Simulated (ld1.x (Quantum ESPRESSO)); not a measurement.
**What the settings do to the TM potential of P**

Base potential:

phosphorus, norm-conserving Troullier–Martins (Kleinman–Bylander form), made with ld1.x (Quantum ESPRESSO) 7.5 (Wu–Cohen, scalar-relativistic). Core [Ne], reference 3s2 3p3. Waves: 3s (bound): rc 1.30 bohr; 3p (bound): rc 1.55 bohr. Local part: all-electron potential smoothed inside 1.45 bohr (lloc = -1). Core correction: Bessel-smoothed model core, default radius (core density twice the valence density).

All-electron outer shells of the reference configuration (Wu–Cohen, scalar-relativistic, ld1.x):

```csv
shell,level (eV),outermost node (bohr),outermost maximum (bohr)
2s,-173.69,0.14,0.42
2p,-124.48,–,0.36
3s,-13.93,0.65,1.58
3p,-5.48,0.64,1.83
```

Cutoffs, loose and tight: the cutoffs (Ry, on a coarse ladder) from which the occupation-weighted sum of valence levels, in a spherical-Bessel basis at the reference potential, stays within 10 and 1 mRy of its value at 400 Ry. They do not see the model core or the augmentation charge, which bear on the density cutoff. Test errors are all-electron minus pseudo excitation energies from the reference, over the configurations 3s2 3p2; 3s2 3p1; 3s2 3p0; 3s1 3p3; 3s1 3p4; 3s1 3p0; 3s0 3p5. A dash means not determined; rows that change the core or the reference have their own tests.

A true bound ghost makes a file unfit for plane-wave use even where its test errors are small: the radial tests pick states by their node count and pass the ghost by.

The default core radius of the base comes out at 0.99 bohr.

```tsv
change	outcome	cutoff, loose	cutoff, tight	bound ghosts	largest test error (meV)
base	generated	35 Ry	80 Ry	none	+202
local potential the p channel	generated	40 Ry	80 Ry	none	+137
local potential all-electron potential smoothed inside 0.98 bohr (lloc = -1)	generated	21 Ry	80 Ry	s	+1191
non-relativistic	generated	35 Ry	80 Ry	none	+208
reference 3s1 3p4	generated	21 Ry	55 Ry	none	+200
all radii but the core radius scaled by about 0.74 (s 0.96, p 1.16 bohr); local potential all-electron potential smoothed inside 1.08 bohr (lloc = -1)	generated	200 Ry	over 300 Ry	none	+621
functional PBE	generated	35 Ry	80 Ry	none	+191
wave 3s (bound): rc 1.30 bohr becomes 3s (bound): rc 1.14 bohr	generated	55 Ry	140 Ry	none	+227
```

Question: What comes out with this change to the base: core correction Bessel-smoothed model core inside 1.42 bohr?

Answer: outcome: generated; cutoff, loose: 35 Ry; cutoff, tight: 80 Ry; bound ghosts: none; largest test error (meV): +164.
